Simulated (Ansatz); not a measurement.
A run of Ansatz (development build ahead of 0.2.0) on singlet H6 at this shape:

```tsv
atom	x (Å)	y (Å)	z (Å)
H	1.0670	0.0000	0.0000
H	0.5335	0.9241	0.0000
H	-0.5335	0.9241	0.0000
H	-1.0670	0.0000	0.0000
H	-0.5335	-0.9241	0.0000
H	0.5335	-0.9241	0.0000
```

Its results:

```json
{
  "Converged": "yes",
  "Reference energy": "-3.22376 hartree",
  "Correlation energy": "-0.06884 hartree",
  "Total energy": "-3.29260 hartree"
}
```

Forces (eV/Å):
```csv
atom,Fx,Fy,Fz
H1,-0.760,0.000,0.000
H2,-0.380,-0.659,0.000
H3,0.380,-0.659,0.000
H4,0.760,0.000,0.000
H5,0.380,0.659,0.000
H6,-0.380,0.659,0.000
```

(1) Which input gives this output? Name the method, the orbitals and the basis set, and write the input.

Results:

(1) RHF-MP2 in 6-31G. An unrestricted run that stays on the closed shell gives the same numbers.

```yaml
crystal:
  periodic: [false, false, false]
  atoms:
    - { symbol: H, position_ang: [1.067, 0.0, 0.0] }
    - { symbol: H, position_ang: [0.5335, 0.92405, 0.0] }
    - { symbol: H, position_ang: [-0.5335, 0.92405, 0.0] }
    - { symbol: H, position_ang: [-1.067, 0.0, 0.0] }
    - { symbol: H, position_ang: [-0.5335, -0.92405, 0.0] }
    - { symbol: H, position_ang: [0.5335, -0.92405, 0.0] }
basis:
  gaussian: { orbitals: "6-31G" }
hamiltonian:
  xc: hf
correlation:
  method: mp2
  frozen_orbitals: { H: 0 }
output:
  forces: true
```

Caution: bonds are stretched, where a single reference can fail; stretched shape with no unrestricted run beside it, a lower state can exist.
